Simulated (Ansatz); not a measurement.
A run for Ansatz (an electronic-structure program): R-PBE/def2-TZVPPD on CH8GeS (a complex), monomers drawn apart or pushed together. Files ending in .json are basis or fitting sets from the Basis Set Exchange.

Ansatz 0.2 input:
```yaml
crystal:
  periodic: [false, false, false]
  atoms:
    - {symbol: Ge, position_ang: [-0.00003256, 0.13432416, 0.16204605]}
    - {symbol: H, position_ang: [-1.52394075, 0.28526054, 0.22581372]}
    - {symbol: H, position_ang: [0.41839493, -1.23619423, 0.71575661]}
    - {symbol: H, position_ang: [0.68099087, 1.24488269, 0.97313318]}
    - {symbol: H, position_ang: [0.45958978, 0.23235918, -1.30488836]}
    - {symbol: C, position_ang: [0.99099672, -0.46241714, 5.47726359]}
    - {symbol: S, position_ang: [-0.82000580, -0.39003859, 5.29426722]}
    - {symbol: H, position_ang: [1.46101580, -0.86164291, 4.58085242]}
    - {symbol: H, position_ang: [1.32195067, 0.56496256, 5.61872708]}
    - {symbol: H, position_ang: [1.27628767, -1.04805354, 6.34847364]}
    - {symbol: H, position_ang: [-1.02115726, -1.70458887, 5.10828283]}
basis:
  gaussian:
    orbitals: def2-TZVPPD.json
hamiltonian:
  xc: {name: PBE}
scf: {lower_state_search: off}
```

**Question.** What total energy does the run end on?

**Answer.** -2517.5559 hartree.

**Question.** How many basis functions does it have, and what does it roughly cost on one machine?

**Answer.** 278 functions; about 6 core-seconds (a rough figure).
